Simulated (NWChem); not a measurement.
# GaHOBrF; SMILES [F][Ga]([Br])[OH]

```xyz
5

Ga     0.0386    -0.7315     0.0000
F     -1.4361    -1.6655     0.0000
Br    -0.0685     1.5151     0.0000
O      1.5732    -1.6007     0.0000
H      1.4636    -2.5591     0.0000
```
Atoms are numbered in this order, from 1.

Results from NWChem. The geometry was optimised at PBE0/def2-SVP. Static field.

```json
[
 {"level": "PBE/def2-SVPD", "isotropic polarisability (bohr³)": "54.0", "anisotropy (bohr³)": "22.5"},
 {"level": "B3LYP/def2-SVPD", "isotropic polarisability (bohr³)": "51.4", "anisotropy (bohr³)": "21.1"},
 {"level": "LDA (Slater exchange, VWN5)/def2-SVPD", "isotropic polarisability (bohr³)": "53.9", "anisotropy (bohr³)": "22.9"}
]
```
